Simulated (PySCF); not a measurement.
**Ionising SbBr**

UHF-SCS-MP2; basis Sb def2-TZVPPD with ECP28, Br def2-TZVPPD; scalar-relativistic core potentials; PySCF 2.14. Neutral (UHF): triplet (π ↑↑), Re = 2.497 Å, ωe = 257 cm⁻¹, De = 2.51 eV.

SbBr⁺ (UHF): doublet (π ↑), Re = 2.374 Å, ωe = 322 cm⁻¹, De = 3.08 eV to Sb⁺ + Br. The energies at the minima are -2812.25001 hartree for SbBr and -2811.94223 for SbBr⁺.

Task: Work out the adiabatic ionisation energy, without and with harmonic zero-point energies (1 hartree = 27.2114 eV, 1 eV = 8065.5 cm⁻¹), and the change of the bond length.

Result: At UHF-SCS-MP2: 0.30778 hartree = 8.375 eV between the minima; the zero-point term (322.0 − 257.0)/2 cm⁻¹ = +0.004 eV makes it 8.379 eV. Re changes by -12.3 pm against the neutral. The electron leaves a π orbital, and the shorter bond of the ion fits an antibonding orbital, or a change in how ionic the bond is.

SbBr⁻ (UHF): doublet (π ↑), Re = 2.643 Å, ωe = 198 cm⁻¹, De = 0.41 eV to Sb + Br⁻. The energies at the minima are -2812.25001 hartree for SbBr and -2812.29577 for SbBr⁻.

Task: Work out the adiabatic electron affinity, without and with harmonic zero-point energies (1 hartree = 27.2114 eV, 1 eV = 8065.5 cm⁻¹), and the change of the bond length.

Result: At UHF-SCS-MP2: 0.04576 hartree = 1.245 eV between the minima; the zero-point term (257.0 − 198.0)/2 cm⁻¹ = +0.004 eV makes it 1.249 eV. Re changes by +14.6 pm against the neutral. The electron enters a π orbital, and the longer bond of the ion fits an antibonding orbital, or a change in how ionic the bond is.

Correlated steps freeze 13 core orbitals. Weak bonds: SbBr⁻. Basis-set superposition, not corrected here, can be much of De in a small basis, most of all at correlated wavefunction levels. These are scalar-relativistic numbers at best; spin–orbit coupling would shift them, the dissociation energy most. For an ion De counts to the pair picked by the measured ionisation energies or electron affinities, which need not be the lowest pair at this level. States were picked by a PBE0 search and need not be the measured ground states.
